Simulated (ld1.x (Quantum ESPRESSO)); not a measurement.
# manganese: excitation energies, all-electron against TM

ld1.x (Quantum ESPRESSO) 7.5 input, shortened:

```
&input
   title='Mn', zed=25., rel=1, dft='PBE', iswitch=3,
   config='[Ar] 3d5 4s0 4p0'
 /
 &inputp
   pseudotype=2, tm=.true., lloc=0,
   nlcc=.true., rcore=0.90
 /
3
3P  2  1   6.00   0.00  1.30  1.30  0.0
3D  3  2   5.00   0.00  1.20  1.20  0.0
4S  1  0   0.00   0.00  2.05  2.05  0.0
 &test
   configts(1)='3p6 3d5 4s0 4p0'
 /
```

Energies are relative to the spin-unpolarised reference configuration 3p6 3d5 4s0 4p0; without spin polarisation the order of configurations can differ from experiment.

(1) Give the all-electron excitation energy and the error of the potential for: 3p6 3d5 4s2 4p0; 3p6 3d5 4s1 4p0; 3p6 3d4 4s0 4p0; 3p6 3d6 4s0 4p0; 3p6 3d4 4s2 4p0; 3p6 3d4 4s2 4p1; 3p6 3d5 4s0 4p1.

Answers

(1)

```tsv
valence configuration	charge	ΔE all-electron (eV)	error AE − PS (meV)
3p6 3d5 4s2 4p0	0	-24.015	-27
3p6 3d5 4s1 4p0	+1	-15.599	-10
3p6 3d4 4s0 4p0	+3	32.519	-325
3p6 3d6 4s0 4p0	+1	-17.202	-194
3p6 3d4 4s2 4p0	+1	-10.828	-438
3p6 3d4 4s2 4p1	0	-16.214	-1318
3p6 3d5 4s0 4p1	+1	-10.859	-1044
```

These tests converged, but a pseudo level misses the all-electron one widely, so the file describes the atom poorly there or has found another state: 3p6 3d4 4s0 4p0: empty 4p by 2.8 eV (a node warning on the way).
